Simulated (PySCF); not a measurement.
First SCF of a structure search on triplet Hg₃, at a hand-made linear chain geometry. PySCF input:

```python
from pyscf import gto, scf, dft
mol = gto.M(atom='''
Hg     0.000000     0.000000     0.000000
Hg     0.000000     0.000000     2.527000
Hg     0.000000     0.000000    -2.527000''',
    basis={'Hg': 'def2-SVP'},
    ecp={'Hg': 'def2-SVP'},
    charge=0, spin=2)
mf = dft.UKS(mol, xc='PBE')
mf.grids.atom_grid = (50, 194)
aux = {'Hg': 'def2-universal-JKFIT'}
mf = mf.density_fit(auxbasis=aux)
mf.conv_tol = 1e-08
mf.diis_space = 10
mf.max_cycle = 60
mf.init_guess = '1e'
mf.verbose = 4
mf.kernel()
```

Excerpt of the output (cycles alone):

```
init E= -435.0920341766
cycle= 1 E= -356.102129751801  delta_E=   79  |g|= 9.61  |ddm|=  139
cycle= 2 E= -288.781549216898  delta_E= 67.3  |g|= 10.4  |ddm|=  145
cycle= 3 E= -436.122263005667  delta_E= -147  |g|= 5.97  |ddm|= 56.2
cycle= 4 E= -451.811261565129  delta_E= -15.7  |g|= 3.53  |ddm|= 17.8
cycle= 5 E= -460.161209830644  delta_E= -8.35  |g|= 0.819  |ddm|= 7.22
cycle= 6 E= -460.342391318145  delta_E= -0.181  |g|= 0.632  |ddm|= 2.41
cycle= 7 E= -460.504504053909  delta_E= -0.162  |g|= 0.0671  |ddm|= 0.922
cycle= 8 E= -460.505259517995  delta_E= -0.000755  |g|= 0.0459  |ddm|= 0.13
cycle= 9 E= -460.506293920899  delta_E= -0.00103  |g|= 0.00856  |ddm|= 0.0699
cycle= 10 E= -460.506330635506  delta_E= -3.67e-05  |g|= 0.000994  |ddm|= 0.0177
cycle= 11 E= -460.506331250028  delta_E= -6.15e-07  |g|= 0.000201  |ddm|= 0.00308
cycle= 12 E= -460.506331275973  delta_E= -2.59e-08  |g|= 1.47e-05  |ddm|= 0.000497
cycle= 13 E= -460.506331276262  delta_E= -2.89e-10  |g|= 3.66e-06  |ddm|= 0.000118
Extra cycle  E= -460.506331276395  delta_E= -1.33e-10  |g|= 3.68e-06  |ddm|= 0.000109
converged SCF energy = -460.506331276395  <S^2> = 2.0022186  2S+1 = 3.0014787
```

No lower solution of this spin was found from smeared starts or by a stability analysis within the unrestricted form.

No spin–orbit coupling is included, which matters more the heavier the element.

The search for the lowest solution, 3 starts and the stability check together, took 31 s on 2 threads of a shared Arm Neoverse N1 host, with 96 basis functions; the process peaked at 0.37 GiB.
